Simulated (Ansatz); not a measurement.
Steps of a relaxation of CH10AlNSi2, SMILES `C[SiH]([SiH3])[NH][AlH2]` with RKS PBE0-D4/def2-TZVP.

```sh
$ ansatz run in.yaml --threads 2 --pin off --events-out ev --progress --plain --max-ram 22528MiB --backend cuda --devices 0, --max-vram 18GiB
```

```yaml
crystal:
  periodic: [false, false, false]
  atoms:
    - {symbol: C, position_ang: [-0.937994, -1.878274, 0.172699]}
    - {symbol: Si, position_ang: [0.170298, -0.348915, 0.306914]}
    - {symbol: Si, position_ang: [1.907008, -0.480120, -1.287208]}
    - {symbol: N, position_ang: [-0.721204, 1.156288, 0.055252]}
    - {symbol: Al, position_ang: [-1.066358, 2.499436, 1.209603]}
    - {symbol: H, position_ang: [-0.355702, -2.806575, 0.348800]}
    - {symbol: H, position_ang: [-1.757343, -1.835525, 0.919992]}
    - {symbol: H, position_ang: [-1.396217, -1.952274, -0.835339]}
    - {symbol: H, position_ang: [0.753106, -0.266426, 1.694954]}
    - {symbol: H, position_ang: [2.892870, 0.648491, -1.122970]}
    - {symbol: H, position_ang: [2.663603, -1.783676, -1.213115]}
    - {symbol: H, position_ang: [1.319200, -0.372704, -2.674619]}
    - {symbol: H, position_ang: [-1.057632, 1.276595, -0.908084]}
    - {symbol: H, position_ang: [-0.566442, 2.331321, 2.714620]}
    - {symbol: H, position_ang: [-1.868894, 3.761558, 0.647700]}
basis:
  gaussian: {orbitals: def2-TZVP}
hamiltonian: {xc: pbe0, dispersion: d4}
relax: {f_tol: 0.005, max_steps: 150}
```

Positions (Å) and forces (eV/Å) along the path, 8 of 13 steps:

```xyz
15
step=1 energy=-25032.6900 eV
C    -0.938   -1.878    0.173   -0.123   -0.157   -0.005
Si    0.170   -0.349    0.307   -0.385    0.382    0.004
Si    1.907   -0.480   -1.287    0.135   -0.020   -0.131
N    -0.721    1.156    0.055    0.091   -0.225   -0.128
Al   -1.066    2.499    1.210    0.063   -0.301   -0.243
H    -0.356   -2.807    0.349   -0.266    0.451   -0.079
H    -1.757   -1.836    0.920    0.402   -0.012   -0.359
H    -1.396   -1.952   -0.835    0.226    0.048    0.483
H     0.753   -0.266    1.695   -0.129   -0.017   -0.277
H     2.893    0.648   -1.123   -0.209   -0.236   -0.025
H     2.664   -1.784   -1.213   -0.160    0.277   -0.013
H     1.319   -0.373   -2.675    0.120   -0.024    0.282
H    -1.058    1.277   -0.908    0.192   -0.054    0.596
H    -0.566    2.331    2.715   -0.059    0.034   -0.183
H    -1.869    3.762    0.648    0.102   -0.144    0.079
15
step=4 energy=-25032.7480 eV
C    -0.929   -1.855    0.169    0.005    0.010    0.002
Si    0.155   -0.334    0.292    0.005   -0.025    0.020
Si    1.896   -0.481   -1.278   -0.012    0.018   -0.004
N    -0.732    1.138    0.055    0.034   -0.031   -0.026
Al   -1.053    2.464    1.198   -0.010    0.020    0.016
H    -0.347   -2.763    0.348    0.011   -0.015    0.003
H    -1.733   -1.812    0.907   -0.017   -0.003    0.012
H    -1.381   -1.936   -0.823   -0.011   -0.005   -0.018
H     0.734   -0.254    1.663    0.003    0.004    0.012
H     2.868    0.633   -1.105    0.011    0.008   -0.003
H     2.641   -1.768   -1.194   -0.007   -0.006    0.013
H     1.328   -0.377   -2.654    0.005    0.001   -0.015
H    -1.078    1.264   -0.888   -0.022    0.020   -0.014
H    -0.545    2.307    2.687    0.005    0.001    0.001
H    -1.845    3.722    0.653   -0.002    0.003    0.002
15
step=6 energy=-25032.7483 eV
C    -0.931   -1.859    0.165   -0.004   -0.003   -0.006
Si    0.152   -0.336    0.293   -0.014    0.005   -0.014
Si    1.895   -0.476   -1.274   -0.001    0.002    0.001
N    -0.736    1.135    0.054   -0.006   -0.005    0.022
Al   -1.052    2.464    1.198    0.039    0.018   -0.004
H    -0.346   -2.765    0.344   -0.004   -0.004    0.001
H    -1.739   -1.820    0.899    0.006    0.002    0.013
H    -1.381   -1.940   -0.828    0.009   -0.001   -0.007
H     0.728   -0.254    1.665    0.001    0.001    0.003
H     2.869    0.638   -1.100    0.000    0.000    0.001
H     2.638   -1.764   -1.181    0.002   -0.002    0.002
H     1.338   -0.376   -2.655    0.002   -0.001    0.000
H    -1.099    1.258   -0.883   -0.004    0.000   -0.018
H    -0.510    2.322    2.676   -0.011   -0.005    0.002
H    -1.848    3.722    0.657   -0.014   -0.007    0.004
15
step=9 energy=-25032.7487 eV
C    -0.934   -1.862    0.159    0.000   -0.001    0.000
Si    0.144   -0.336    0.286    0.000   -0.001    0.003
Si    1.897   -0.474   -1.271    0.000    0.000   -0.001
N    -0.746    1.134    0.053   -0.005    0.002   -0.008
Al   -1.037    2.470    1.196    0.002   -0.004    0.010
H    -0.347   -2.767    0.339   -0.002    0.002   -0.001
H    -1.741   -1.824    0.895    0.002    0.000    0.000
H    -1.384   -1.946   -0.834    0.001    0.001    0.000
H     0.720   -0.254    1.659   -0.001   -0.001   -0.002
H     2.862    0.647   -1.093    0.000    0.000    0.000
H     2.646   -1.757   -1.160    0.000    0.001    0.000
H     1.353   -0.387   -2.658    0.000   -0.001    0.001
H    -1.124    1.254   -0.878    0.003   -0.002    0.004
H    -0.474    2.330    2.667   -0.001    0.002   -0.005
H    -1.855    3.720    0.670    0.000    0.001   -0.002
15
step=10 energy=-25032.7487 eV
C    -0.935   -1.862    0.157   -0.001   -0.001    0.001
Si    0.143   -0.336    0.286   -0.001   -0.002    0.001
Si    1.897   -0.473   -1.270    0.001    0.001   -0.001
N    -0.749    1.134    0.054   -0.003    0.004   -0.003
Al   -1.034    2.471    1.197    0.000   -0.002    0.002
H    -0.348   -2.767    0.337   -0.001    0.001   -0.001
H    -1.742   -1.825    0.893    0.001    0.000   -0.001
H    -1.384   -1.947   -0.836    0.001    0.001    0.001
H     0.718   -0.254    1.659    0.000    0.000   -0.001
H     2.860    0.649   -1.093   -0.001    0.000   -0.001
H     2.649   -1.755   -1.155    0.000    0.001    0.000
H     1.355   -0.390   -2.658    0.000    0.000    0.002
H    -1.130    1.253   -0.877    0.003   -0.003    0.004
H    -0.464    2.333    2.665    0.000    0.001   -0.002
H    -1.856    3.719    0.671    0.001    0.000    0.000
15
step=11 energy=-25032.7487 eV
C    -0.936   -1.863    0.155    0.001    0.000    0.000
Si    0.141   -0.337    0.286    0.001    0.000    0.000
Si    1.897   -0.472   -1.268   -0.001   -0.002   -0.001
N    -0.751    1.133    0.054   -0.002    0.005    0.003
Al   -1.032    2.471    1.197   -0.001   -0.001   -0.003
H    -0.348   -2.767    0.336    0.000    0.000    0.000
H    -1.744   -1.827    0.891    0.001    0.000   -0.001
H    -1.383   -1.947   -0.838    0.000    0.001    0.000
H     0.716   -0.255    1.659   -0.001    0.000    0.000
H     2.858    0.652   -1.094   -0.002    0.000    0.001
H     2.651   -1.753   -1.151    0.000    0.001   -0.001
H     1.355   -0.393   -2.657    0.001    0.000    0.000
H    -1.134    1.251   -0.876    0.002   -0.002    0.002
H    -0.457    2.336    2.663    0.000    0.000    0.000
H    -1.856    3.719    0.672    0.001    0.000    0.000
15
step=12 energy=-25032.7487 eV
C    -0.936   -1.863    0.154    0.000    0.001    0.002
Si    0.141   -0.337    0.287    0.000   -0.003   -0.004
Si    1.896   -0.472   -1.267    0.002    0.001    0.001
N    -0.752    1.132    0.055    0.001    0.004    0.006
Al   -1.031    2.472    1.197   -0.001    0.000   -0.006
H    -0.349   -2.768    0.334    0.001   -0.001    0.000
H    -1.745   -1.827    0.888   -0.001   -0.001   -0.001
H    -1.382   -1.946   -0.840   -0.001    0.000    0.000
H     0.714   -0.256    1.661    0.001    0.000    0.000
H     2.854    0.655   -1.094    0.000    0.000    0.000
H     2.654   -1.750   -1.148    0.000    0.000    0.000
H     1.355   -0.396   -2.656   -0.001    0.000    0.000
H    -1.136    1.249   -0.874    0.000   -0.001   -0.001
H    -0.451    2.338    2.661    0.000   -0.001    0.002
H    -1.855    3.719    0.673    0.000    0.000    0.000
15
step=13 energy=-25032.7487 eV
C    -0.936   -1.863    0.154    0.000    0.001    0.001
Si    0.141   -0.337    0.287    0.001   -0.002   -0.001
Si    1.896   -0.472   -1.267    0.000    0.001    0.000
N    -0.751    1.132    0.055    0.001    0.002    0.004
Al   -1.031    2.472    1.197   -0.001    0.000   -0.003
H    -0.349   -2.768    0.334    0.000   -0.001    0.000
H    -1.745   -1.827    0.889   -0.001    0.000    0.000
H    -1.383   -1.946   -0.840   -0.001    0.000   -0.001
H     0.715   -0.256    1.661    0.000    0.000    0.000
H     2.854    0.656   -1.095    0.000    0.000    0.000
H     2.654   -1.750   -1.149    0.000    0.000    0.000
H     1.354   -0.396   -2.656    0.000    0.000   -0.001
H    -1.136    1.249   -0.874   -0.001    0.000   -0.001
H    -0.453    2.338    2.661    0.000    0.000    0.001
H    -1.854    3.719    0.672    0.000    0.000    0.000
```

Run time 18 s (2 threads of an AMD EPYC 7R13 on a shared host and a share of an NVIDIA H100 80 GB); peak host memory 0.9 GiB.
